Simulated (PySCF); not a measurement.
## Electronic structure of Be²⁺ (beryllium, charge +2) at the UHF level

Configuration: 1s2, closed-shell 1S. Calculation: PySCF 2.14, in def2-TZVP (5s3p1d, 19 functions); no relativity, point nucleus.

| Item | Value |
| --- | --- |
| Total energy | -13.611081 hartree |
| One-electron energy | -15.8878 hartree |
| Hartree (Coulomb) energy | 4.5534 hartree |
| Exchange energy | -2.2767 hartree |
| Kinetic energy | 13.60693 hartree |
| ⟨S²⟩ | 0.0000 |
| ⟨L²⟩ | 0.000 |
| Sum of ⟨r⟩ | 0.8285 bohr |
| Sum of ⟨r²⟩ | 0.4639 bohr² |
| Density at the nucleus (Gaussians lack the cusp) | 33.2 bohr⁻³ |
| Langevin diamagnetic susceptibility | -0.367 ×10⁻⁶ cm³/mol |
| Time after the integrals | 0.06 s of wall time on 1 thread of Neoverse-N1 (shared host) |

```tsv
shell	electrons	mean orbital energy (hartree)	rms radius, mean of both spins (bohr)
1s	2	-5.66718	0.482
```
